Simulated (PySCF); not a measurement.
# Computed structure and properties of [Lu(P5)2]+

System: [Lu(P5)2]+ (singlet in the valence; each metal's 4f electrons, 14 of them, lie in its core potential, out of spins and levels); start: displaced along the imaginary mode (C2). Method: PySCF 2.14.0, RKS BP86, Lu lcecp-1-SVP with ECP60, P def2-SVP; non-relativistic Hamiltonian with scalar-relativistic core potentials where named; density fitting; no spin-orbit coupling.

Input of the relaxation:

```python
mol = gto.M(atom='''
Lu     0.23618     0.00101     0.00001
P     -0.13441     1.84091     2.34187
P     -1.88439     0.56725     2.12985
P     -1.21574    -1.49038     2.20739
P      0.94914    -1.49041     2.47360
P      1.61843     0.56976     2.55276
P     -0.13440    -1.84210    -2.34030
P     -1.88437    -0.56835    -2.12941
P     -1.21569     1.48921    -2.20864
P      0.94909     1.48928    -2.47481
P      1.61841    -0.57085    -2.55233''',
    basis={'Lu': 'lcecp-1-SVP', 'P': 'def2-SVP'},
    ecp={'Lu': 'lcecp-1-SVP'},
    charge=1, spin=0)
mf = dft.RKS(mol, xc='B88,P86')
mf.grids.atom_grid = (50, 194)  # f atoms: unpruned, at least (60, 302)
mf = mf.density_fit()  # fitting sets: Lu AutoAux, P def2-universal-JKFIT
mf.conv_tol = 1e-08; mf.max_cycle = 55
mf.kernel(dm0)  # dm0: converged density of the start geometry
# quasi-Newton relaxation in Cartesian coordinates to a largest gradient under 0.00045 Eh/bohr, steps kept in the point group
```

Run from Python with OMP_NUM_THREADS=4; the lines above give its settings. Where DIIS fails, smearing, a level shift and second-order steps follow.
It took 2.6 min on 4 threads of Arm Neoverse V1, on a shared host, from the converged density of the start.

Course of the relaxation:

| step | energy above end (eV) | largest force component within the symmetry (eV/Å) |
| --- | --- | --- |
| 0 | 0.0534 | 0.216 |
| 1 | 0.0416 | 0.099 |
| 2 | 0.0328 | 0.104 |
| 3 | 0.0286 | 0.125 |
| 4 | 0.0213 | 0.169 |
| 5 | 0.0170 | 0.184 |
| 6 | 0.0117 | 0.174 |
| 7 | 0.0063 | 0.125 |
| 8 | 0.0020 | 0.079 |
| 9 | 0.0003 | 0.025 |
| 10 | 0.0001 | 0.015 |
| 11 | 0.0000 | 0.012 |

Relaxed geometry (C2):

```xyz
11

Lu    0.4540    0.0017    0.0000
P    -0.1829    1.8355    2.2623
P    -1.8718    0.5441    1.8902
P    -1.1908   -1.5059    2.0311
P     0.9194   -1.4772    2.4915
P     1.5503    0.5921    2.6290
P    -0.1825   -1.8368   -2.2591
P    -1.8717   -0.5451   -1.8892
P    -1.1912    1.5048   -2.0337
P     0.9191    1.4757   -2.4941
P     1.5504   -0.5937   -2.6280
```

| contact | Å |
| --- | --- |
| Lu1–P6 (P5) | 2.909 |
| Lu1–P11 (P5) | 2.909 |

On the finer grid (75, 302):

* HOMO: -10.26 eV
* LUMO: -8.94 eV
* Dipole about the centre of mass: 0.59 D
* Set of Mulliken populations of Lu1 outside the core potential: s 2.51, p 6.60, d 1.36, f 0.02
* D3(BJ) dispersion energy (not in the energies): -2.396 eV

```csv
atom,Mulliken (e),Löwdin (e),spin (e)
Lu1,0.51,-0.79,0.00
P2,0.05,0.18,0.00
P3,0.08,0.18,0.00
P4,0.06,0.18,0.00
P5,0.03,0.18,0.00
P6,0.02,0.18,0.00
P7,0.05,0.18,0.00
P8,0.08,0.18,0.00
P9,0.06,0.18,0.00
P10,0.03,0.18,0.00
P11,0.02,0.18,0.00
```

The 4f levels lie in the core potential and are missing.

No frequency check is given for this geometry.

Taking off one P5 (charge -1, singlet; the rest: singlet) in vacuum, both parts rigid, costs 11.92 eV; the small basis without counterpoise inflates it. Most of it is the attraction of opposite charges; other ways to part are cheaper, and one spin state was tried for the rest.

Rigid scan of P5 along the line from its metal:

(distance to the ring centre (Å), energy (eV)): (2.04, 0.454), (2.14, 0.187), (2.24, 0.043), (2.34, 0.000), (2.44, 0.038), (2.54, 0.140), (2.74, 0.480), (3.04, 1.176), (3.44, 2.168)

One start shape was tried, so this needn't be the lowest isomer.

An lcecp potential fixes the number of 4f electrons, so in runs with it no electron can move into or out of that shell.
